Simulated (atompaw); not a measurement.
# Varying the PAW (atompaw) potential for nitrogen (N)

Base potential:

atompaw 4.2.0.5 input, output lines left out:

```
N 7
GGA-PBESOL scalarrelativistic loggrid 1500 logderivrange -3 5 201
2 2 0 0 0 0
2 1 3
0 0 0
c
v
v
2
2.70 2.55 2.60 2.05
y
-1
n
y
0.25
n
y
0.45
y
1.35
n
custom polynom2 7 10 vanderbiltortho besselshape
3 -0.5 troulliermartins
2.70
2.70
2.70
2.70
2.70
2.50
```

Cutoffs, loose and tight: the cutoffs (Ry, on a coarse ladder) from which the occupation-weighted sum of valence levels, in a spherical-Bessel basis at the reference potential, stays within 10 and 1 mRy of its value at 400 Ry. They see the waves, projectors and local potential, not the compensation charge or the core. A dash means not determined.

```tsv
change	outcome	cutoff, loose	cutoff, tight	bound ghosts
base	generated	15 Ry	35 Ry	none
augmentation besselshape compensation charge, radius 2.24 bohr; PAW radius 2.70 bohr; waves and projectors: custom polynom2 7 10 vanderbiltortho	generated	15 Ry	35 Ry	none
non-relativistic; removed wave 3d channel at 1.35 Ry: rc 2.50 bohr	generated	15 Ry	35 Ry	none
functional PBE	generated	15 Ry	35 Ry	none
local potential troulliermartins scheme with l = 3 at -0.5 Ry, radius 1.10 bohr	generated	15 Ry	35 Ry	none
```

Problem. What comes out with this change to the base: all radii scaled by about 1.30 (s 3.50, p 3.50, d 3.50 bohr); local potential troulliermartins scheme with l = 3 at -0.5 Ry, radius 3.36 bohr; augmentation besselshape compensation charge, radius 3.30 bohr; PAW radius 3.50 bohr; waves and projectors: custom polynom2 7 10 vanderbiltortho; core correction smooth core density matched at 2.66 bohr?

Solution. outcome: generated; cutoff, loose: 6 Ry; cutoff, tight: 15 Ry; bound ghosts: none.

Problem. What comes out with this change to the base: augmentation besselshape compensation charge, radius 2.55 bohr; PAW radius 2.70 bohr; waves and projectors: custom rrkj gramschmidtortho?

Solution. outcome: generated; cutoff, loose: 8 Ry; cutoff, tight: 12 Ry; bound ghosts: none.

Problem. What comes out with this change to the base: wave 2s (bound): rc 2.70 bohr becomes 2s (bound): rc 2.54 bohr?

Solution. outcome: generated; cutoff, loose: 18 Ry; cutoff, tight: 35 Ry; bound ghosts: none.
